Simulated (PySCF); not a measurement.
Al(Cl)2(NH3) (AlCl2H3N), SMILES [NH3]->[Al]([Cl])[Cl] (connectivity only; charge and spin as stated), neutral, multiplicity 2. Atoms are numbered in the order given.

```xyz
7

Al     0.7247     0.0766     0.0000
Cl    -0.1984    -0.6201     1.8147
Cl    -0.1984    -0.6201    -1.8147
N     -0.2090     1.9146     0.0000
H     -1.2181     1.7398     0.0000
H      0.0030     2.4729    -0.8291
H      0.0030     2.4729     0.8291
```
Charge 0, spin multiplicity 2.

The structure is a stationary point at PBE0-D3(BJ)/def2-SVP. The geometry has at least one imaginary mode, so it is a saddle point at that level. The spin state was assumed, not searched. The isomer is the one that the SMILES or the coordinates give; other isomers of the formula were not compared.

Level of theory: PySCF with PBE0/pcH-1.

Unrestricted Kohn–Sham, ⟨S²⟩ = 0.751. Hyperfine tensors hold the contact and dipolar terms, without spin-orbit corrections.

Computed hyperfine couplings:
```csv
nucleus,A(iso) (MHz),A(iso) (G),dipolar principal values (MHz)
27Al no. 1,1297.5,463.0,"-44.2, -43.2, 87.4"
35Cl no. 2,33.1,11.8,"-14.3, -13.2, 27.5"
35Cl no. 3,33.1,11.8,"-14.3, -13.2, 27.5"
14N no. 4,31.5,11.2,"-1.5, -1.4, 2.9"
1H no. 5,13.5,4.8,"-3.0, -1.5, 4.6"
1H no. 6,-2.6,-0.9,"-4.2, -2.4, 6.5"
1H no. 7,-2.6,-0.9,"-4.2, -2.4, 6.5"
```

Q: And the g tensor (effective nuclear charges for spin-orbit coupling, GIAO)? (The exact figures need the calculation; the answer reports its results.)

A: principal values 1.9982, 2.0004, 2.0023; isotropic 2.0003.
